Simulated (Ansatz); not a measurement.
Computed with Ansatz on PBE0-D4/def2-TZVP structures; ΔE is electronic, products minus reactants. CBS: MP2 limit from def2 TZ/QZ plus the TZ coupled-cluster correction, frozen cores. Functionals use def2-TZVPP. For Br outer-core shells are correlated without core-valence functions, which leaves a few kJ/mol of doubt a bond. Scalar relativity is left out up to krypton. Each species was taken in one conformer, which may not be the lowest.

Reaction (cleavage of the Si–Si bond): `O[SiH2][SiH2]Br` + `[SiH3]S` → `O[SiH2]S[SiH3]` + `[SiH3]Br`

CCSD(T)/CBS gives -80.2 kJ/mol.

(1) Another level gave -78.7 kJ/mol. Which?
A. PBE0-D4/def2-TZVPP
B. HF/def2-TZVPP
C. MP2/def2-TZVPP
D. CCSD/def2-TZVPP

Largest T1 diagnostic among the species: 0.012.

Results:

(1) D. CCSD/def2-TZVPP -78.7, PBE0-D4 -72.6, HF/def2-TZVPP -85.2, MP2/def2-TZVPP -89.4 kJ/mol.

From PBE to PBE0 (25 % exact exchange), in def2-TZVPP and without D4, ΔE moves by −5.1 kJ/mol.
